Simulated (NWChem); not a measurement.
System: C2H4ClNSi; SMILES N#CC[SiH2]Cl

Here is an NWChem input.

```
start job
memory heap 200 mb stack 900 mb global 1100 mb
geometry units angstroms noautosym nocenter noautoz
  N     -1.070831    -2.622566    -0.309050
  C     -0.229016    -1.939808     0.098501
  C      0.818738    -1.062124     0.578802
  Si     0.875789     0.615879    -0.306440
  Cl    -0.844340     1.666537     0.122357
  H      0.691310    -0.884646     1.659671
  H      1.800254    -1.548914     0.442697
  H      2.048456     1.364407     0.221978
  H      0.977926     0.415569    -1.775090
end
basis spherical
  N library def2-svp
  C library def2-svp
  Si library def2-svp
  Cl library def2-svp
  H library def2-svp
end
dft
  xc xpbe96 cpbe96
  iterations 150
end
cosmo
  do_cosmo_smd true
  solvent hexane
end
task dft energy
```

Coordinates come from a PBE0/def2-SVP optimisation. Solvent: n-hexane.

Level: PBE/def2-SVP with SMD (1 M gas to 1 M solution), gas-phase geometry. Reactions with the solvent are ignored.

Problem. Give the results of this calculation. (PBE/def2-SVP, SMD on the gas-phase geometry.) Quantities: solvation free energy (kcal/mol); cavity-dispersion-structure term (kcal/mol); dipole in solution (D).

Solution. The solvation free energy (kcal/mol) is -3.9. The cavity-dispersion-structure term (kcal/mol) is -0.8 and the dipole in solution (D) is 4.52.
